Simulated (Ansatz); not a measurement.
## Abstraction of H: SnH4 + C2H7InN → SnH3 + C2H8InN

Species: SnH4 `[SnH4]`, singlet; C2H7InN `[CH2][N](C)[InH2]`, doublet; SnH3 `[SnH3]`, doublet; C2H8InN `C[N](C)[InH2]`, singlet. A radical takes H: the energy is the difference in strength between the Sn–H bond broken and the C–H bond made.

Shapes, held fixed at every level: PBE0-D4/def2-TZVP. Flexible molecules stand in one conformer, not always the lowest. Programs: Ansatz 0.2.0. Electronic energies: no zero-point or thermal term.

```json
{"level": "PBE-D4/def2-TZVPP", "kind": "GGA", "ΔE (kJ/mol)": "-37.3", "less CCSD(T)/def2-TZVPP": "-5.2", "CPU time (sum over the molecules)": "38 s"}
{"level": "BHLYP-D4/def2-TZVPP", "kind": "global hybrid", "ΔE (kJ/mol)": "-32.4", "less CCSD(T)/def2-TZVPP": "-0.3", "CPU time (sum over the molecules)": "62 s"}
{"level": "r2SCAN0-D4/def2-TZVPP", "kind": "global hybrid", "ΔE (kJ/mol)": "-41.0", "less CCSD(T)/def2-TZVPP": "-8.9", "CPU time (sum over the molecules)": "78 s"}
{"level": "wB97M-V/def2-TZVPP", "kind": "range-separated hybrid", "ΔE (kJ/mol)": "-35.9", "less CCSD(T)/def2-TZVPP": "-3.8", "CPU time (sum over the molecules)": "6.2 min"}
{"level": "wB97X-V/def2-TZVPP", "kind": "range-separated hybrid", "ΔE (kJ/mol)": "-39.3", "less CCSD(T)/def2-TZVPP": "-7.2", "CPU time (sum over the molecules)": "1.9 min"}
{"level": "CCSD(T)/def2-SVP", "kind": "coupled cluster or CI", "ΔE (kJ/mol)": "-21.7", "less CCSD(T)/def2-TZVPP": "+10.4", "CPU time (sum over the molecules)": "8.3 min"}
{"level": "CCSD/def2-TZVPP", "kind": "coupled cluster or CI", "ΔE (kJ/mol)": "-31.9", "less CCSD(T)/def2-TZVPP": "+0.2", "CPU time (sum over the molecules)": "–"}
{"level": "CCSD(T)/def2-TZVPP", "kind": "coupled cluster or CI", "ΔE (kJ/mol)": "-32.1", "less CCSD(T)/def2-TZVPP": "0.0", "CPU time (sum over the molecules)": "15 min"}
```

The highest level, CCSD(T)/def2-TZVPP, gives ΔE = -32.1 kJ/mol; the levels span -41.0 to -21.7. The column of differences is taken from that level and isn't an error. No measured value is set beside it here. Spin contamination: C2H7InN (⟨S²⟩ up to 0.78). Open shells run unrestricted. For atoms past krypton def2 sets carry core potentials with scalar relativity. Outer-core shells of In, Sn are correlated, in sets that cover them unevenly. Times are processor times on shared x86 and Arm servers, and rough.
